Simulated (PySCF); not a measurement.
Compound: C₂H₇BO₃.
Atom-mapped SMILES: `[CH3:1][O:2][B:3]([OH:4])[O:5][CH3:6]` (hydrogens: H7, H8, H9 on C1; H10 on O4; H11, H12, H13 on C6)

Method used: PBE0-D3(BJ)/def2-SVP geometry optimisation, gas phase in PySCF 2.14.0.

Problem. Give the optimised bond lengths and angles.

Solution. 
```
                  bond  length (Å)
          C1–O2, O5–C6       1.403
          O2–B3, B3–O5       1.361
                 B3–O4       1.365
C1–H7 and 5 like bonds       1.102
                O4–H10       0.962
```

Bonds in one row agree within 0.01 Å and their mean is given. A selection of angles:
```
    angle  degrees
 O2–C1–H7    110.2
 O2–C1–H8    112.0
 H7–C1–H8    108.4
 H8–C1–H9    109.0
 C1–O2–B3    121.9
 O2–B3–O4    121.1
 O2–B3–O5    119.7
 O4–B3–O5    119.2
B3–O4–H10    110.6
O5–C6–H13    108.2
```

Dihedral angles: C1–O2–B3–O4 -1° (synperiplanar); O2–B3–O5–C6 0° (synperiplanar); H10–O4–B3–O2 -179° (antiperiplanar). The mirror-image conformer, all signs reversed, is as good.

Of the pairs four or more bonds apart, O4···H8 is among the closest relative to their van der Waals radii: 2.38 Å, 88 % of the sum of Bondi's values. The 6 heavy atoms lie in one plane (0.002 Å rms). B3 (three-coordinate boron) is planar (angles 121.1°, 119.7° and 119.2°, sum 360.0°, 0.00 Å off the plane of its three neighbours).

No frequency check. The numbers are those of one conformer (C1–O2–B3–O4 -1°, O2–B3–O4–H -179°, O2–B3–O5–C6 0°).
